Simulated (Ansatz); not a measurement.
`C/C=N\[SiH2]Cl` + `O[SiH](F)S` → `O[SiH](F)S[SiH2]Cl` + `CC=N`  (ligand exchange at the Si–N bond)

Isolated molecules relaxed with PBE0-D4/def2-TZVP in Ansatz; ΔE leaves out vibrations. CCSD(T)/CBS is the MP2 limit (def2-TZVPP, def2-QZVPP) plus CCSD(T) − MP2 in def2-TZVPP, frozen cores. Functionals use def2-TZVPP. One conformer a species, not always the lowest.

`C/C=N\[SiH2]Cl`:

Cartesian coordinates in Å:
```
C 0.113 1.241 1.076
C -0.986 0.490 0.403
N -0.896 -0.459 -0.415
Si 0.264 -1.408 -1.213
Cl 2.274 -1.027 -0.840
H -0.004 1.159 2.161
H 0.023 2.306 0.837
H 1.099 0.883 0.785
H -1.997 0.830 0.677
H 0.036 -2.811 -0.807
H 0.075 -1.204 -2.664
```

`O[SiH](F)S`:

Cartesian coordinates in Å:
```
O 1.544 -0.136 -0.605
Si 0.207 0.336 0.186
F 0.125 -0.281 1.654
S -1.499 -0.345 -0.880
H 1.605 -1.046 -0.901
H 0.302 1.796 0.337
H -2.285 -0.323 0.210
```

`O[SiH](F)S[SiH2]Cl`:

```xyz
10

O    -0.608    2.518   -1.010
Si   -0.135    0.969   -0.922
F     1.422    0.850   -0.600
S    -1.200    0.018    0.659
Si    0.144   -1.569    1.116
Cl    0.541   -2.718   -0.537
H    -0.669    3.035   -0.205
H    -0.371    0.368   -2.240
H    -0.559   -2.403    2.114
H     1.435   -1.069    1.626
```

`CC=N`:

```xyz
8

C    -0.419   -0.704    0.013
C     0.478    0.423   -0.377
N     0.709    1.488    0.263
H     0.149   -1.638    0.072
H    -0.902   -0.521    0.975
H    -1.191   -0.855   -0.749
H     0.995    0.305   -1.335
H     0.181    1.502    1.139
```

| species | PBE0 energy (Eh) |
| --- | --- |
| `C/C=N\[SiH2]Cl` | -883.96030 |
| `O[SiH](F)S` | -864.37532 |
| `O[SiH](F)S[SiH2]Cl` | -1614.50149 |
| `CC=N` | -133.84128 |

Q: Work out ΔE.

A: ΔE = (-1614.50149) + (-133.84128) − (-883.96030) − (-864.37532) = -0.00715 Eh = -18.8 kJ/mol. CCSD(T)/CBS gives -20.2 kJ/mol.

Largest T1 diagnostic among the species: 0.012.

In def2-TZVPP, CCSD(T) changes the Hartree–Fock value by −10.1 kJ/mol (the triples alone add −1.7 kJ/mol) and MP2 by −11.4 kJ/mol. The D4 term adds −5.0 kJ/mol with B3LYP and −2.6 kJ/mol with PBE0; it sums over pairs of atoms, weighted by their polarisabilities, and B3LYP, whose exchange is more repulsive, gets the larger term.

B3LYP here is the variant with VWN-RPA as its local correlation; programs differ in this.
